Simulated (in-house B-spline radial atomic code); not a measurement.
Values are calculated unless marked as measured or tabulated.
Stopping and range of 1 keV Zn in InAs

The pair potential comes from two frozen, spherical free-atom densities (PBE, B-spline radial code, scalar-relativistic past argon): electrostatics plus the change in Thomas-Fermi kinetic and Dirac exchange energy where they overlap, the recipe behind the universal ZBL potential, which averages such potentials (from solid-state densities) over many pairs. It is written V = (Z1 Z2 e²/r) φ(r/a), with e² = 14.3996 eV·Å and a = 0.46850 Å/(Z1^0.23 + Z2^0.23); ZBL's fit is φ = 0.18175 e^(−3.1998x) + 0.50986 e^(−0.94229x) + 0.28022 e^(−0.4029x) + 0.02817 e^(−0.20162x). Where φ falls below 4e-4 it is continued as an exponential.

The target is taken as amorphous, with density 5.68 g/cm³ (NSM archive of the Ioffe Institute); channelling is ignored. Masses: Zn 65.38, In 114.82, As 74.92 u. Nuclear stopping is S_n = 4π a Z1 Z2 e² M1/(M1 + M2) × s_n(ε), with s_n integrated over impact parameters for each pair. Electronic stopping is Lindhard and Scharff's S_e = Z1^(1/6) 8π e² a0 Z1 Z2/(Z1^(2/3) + Z2^(2/3))^(3/2) × v/v0, with a0 = 0.529177 Å and v = v0 at 24.801 keV/u; it misses the oscillations with Z1 seen in experiment, which reach tens of per cent. Compounds add by atom fraction.

```tsv
target atom	a (Å)	ε at this energy	s_n, this pair	s_n, ZBL potential
In	0.10110	0.003043	0.09801	0.09786
As	0.10596	0.003969	0.1076	0.1108
```

Problem. What are the atom density and the stopping powers at entry?

Solution. N = 5.68 × 0.602214/94.87 = 0.03606 atoms/Å³. For In: S_n = 9757 × 0.09801 = 956.3 eV·Å², S_e = 3.5226 × √1000 = 111.4 eV·Å². For As: S_n = 8846 × 0.1076 = 952.2 eV·Å², S_e = 2.9469 × √1000 = 93.19 eV·Å². Averaged over the target's atoms (half each) and times N × 10 Å/nm, the ion loses N S_n = 344 eV/nm to recoils and N S_e = 36.9 eV/nm to electrons; the nuclear share is 90 %.

Along the track:

| E (keV) | N S_n (eV/nm) | N S_e (eV/nm) |
| --- | --- | --- |
| 0.05 | 66.9 | 8.25 |
| 0.15 | 127 | 14.3 |
| 0.3 | 185 | 20.2 |
| 0.5 | 243 | 26.1 |
| 0.75 | 299 | 31.9 |
| 1 | 344 | 36.9 |

Problem. Estimate the path length and the projected range.

Solution. With continuous slowing down the path is the integral of dE/(N (S_n + S_e)). Trapezoids over the table give 4.33 nm, and the stretch below the first row, with stopping taken as √E, adds 2E/(N S) = 1.3 nm: 5.66 nm in all, against 5.19 nm on a fine grid from 5 eV, a cut that itself drops some per cent of so short a path. Deflections shorten the depth: to first order in the energy passed on, N (S_n + S_e) dR_p/dE = 1 − N S_n (M2/M1) R_p/(2E), summed over the target's atoms, and integrating this on the fine grid gives R_p = 2.31 nm, 0.45 of the path. Lindhard's rule of thumb R/(1 + M2/3M1), with mean M2/M1 = 1.45, gives 3.5 nm. On the ZBL potential the same equation gives 2.27 nm, and the full integral equation, which keeps hard collisions, 2.25 nm.
